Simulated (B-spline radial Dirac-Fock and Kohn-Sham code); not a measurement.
# Kohn-Sham estimates against Dirac-Fock for the levels of Pr²⁺

System: Pr²⁺, configuration [Xe] 4f3.

The density-functional columns are spherical, spin-unpolarised Dirac-Kohn-Sham results without Breit or QED terms: −ε is minus the orbital energy of the initial state and ΔSCF the difference of two total energies. The reference in the last column comes from Dirac-Fock energy differences between relaxed states, corrected for Breit and QED terms. All numbers are from an atomic code on a B-spline grid, in eV; a selection of levels is shown. For the 1s level of heavy atoms much of the gap between ΔSCF and the reference is the Breit and QED part, -165.0 eV here; for other levels the error of the functional can be larger.

| level | LDA −ε | LDA ΔSCF | PBE −ε | PBE ΔSCF | Dirac-Fock |
| --- | --- | --- | --- | --- | --- |
| 1s | 41745.0 | 42157.9 | 41787.2 | 42201.3 | 42004.9 |
| 2s | 6724.8 | 6799.5 | 6730.4 | 6804.8 | 6857.0 |
| 2p1/2 | 6359.6 | 6453.6 | 6361.8 | 6455.7 | 6457.4 |
| 2p3/2 | 5877.9 | 5964.0 | 5879.6 | 5965.5 | 5981.0 |
| 3s | 1460.2 | 1483.9 | 1461.9 | 1485.4 | 1525.5 |
| 3p1/2 | 1304.4 | 1329.3 | 1305.1 | 1329.8 | 1356.0 |
| 3p3/2 | 1209.1 | 1232.6 | 1209.5 | 1233.0 | 1259.8 |
| 3d3/2 | 936.1 | 963.2 | 935.9 | 963.0 | 967.4 |
| 3d5/2 | 915.5 | 942.2 | 915.3 | 942.0 | 947.3 |
| 4s | 300.0 | 310.6 | 300.7 | 311.3 | 329.6 |
| 4p1/2 | 241.7 | 252.1 | 242.0 | 252.4 | 264.5 |
| 4p3/2 | 221.0 | 231.2 | 221.4 | 231.6 | 243.9 |
| 4d3/2 | 125.1 | 134.8 | 125.1 | 134.8 | 135.4 |
| 4d5/2 | 121.5 | 131.1 | 121.5 | 131.1 | 131.9 |
| 4f | 14.11 | 21.84 | 13.83 | 21.52 | 18.02 |
| 5s | 51.92 | 58.33 | 51.70 | 58.08 | 60.13 |
| 5p1/2 | 36.30 | 42.24 | 36.09 | 42.01 | 40.58 |
| 5p3/2 | 33.43 | 39.18 | 33.28 | 39.00 | 37.72 |

Q: Order the estimates of the K (1s) level by their distance from the Dirac-Fock value, nearest first.
A. LDA ΔSCF
B. LDA −ε
C. PBE ΔSCF
D. PBE −ε

A: A (153.0 eV), C (196.4 eV), D (217.6 eV), B (259.8 eV).

Values without a named source are computed, but for edge energies of neutral atoms, which are taken from tables.
